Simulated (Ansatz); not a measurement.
Consider the ligand exchange at a Zn–Br bond: `C[N](C)[Zn][Br]` + HCl → `C[N](C)[Zn][Cl]` + HBr.

Program: Ansatz. Geometries: PBE0-D4/def2-TZVP. ΔE: electronic, gas phase. CBS: MP2 limit from def2 TZ/QZ plus the TZ coupled-cluster correction, frozen cores. This one scheme is used for every species. Functionals use def2-TZVPP. B3LYP here is the variant with VWN-RPA as its local correlation; programs differ in this. For Br, Zn outer-core shells are correlated without core-valence functions, which leaves a few kJ/mol of doubt a bond. Scalar relativity is left out up to krypton. One conformer a species, not always the lowest.

```
             level  ΔE (eV)
            PBE-D4     0.15
        r2SCAN0-D4     0.18
          BHLYP-D4     0.18
             B3LYP     0.15
           r2SCAN0     0.18
      MP2/def2-SVP     0.25
CCSD(T)/def2-TZVPP     0.17
    MP2/def2-QZVPP     0.18
```

Question: What does CCSD(T)/CBS give? (Best estimate.)

Answer: Ansatz gave: +0.18 eV. The listed levels differ from it by -0.03, 0.00, 0.00, -0.03, 0.00, 0.07, -0.01, 0.00 eV.

Largest T1 diagnostic among the species: 0.014.

Leaving LDA and LC-ωPBE aside and taking each functional with its dispersion term where it has one, the values, not all of them listed here, spread over 0.07 eV, from B97M-V to PBE-QIDH. At CCSD(T), def2-SVP lies +0.04 eV from the extrapolated value and def2-TZVPP −0.02 eV. From BLYP to BHLYP (50 % exact exchange), in def2-TZVPP and without D4, ΔE moves by +0.04 eV.
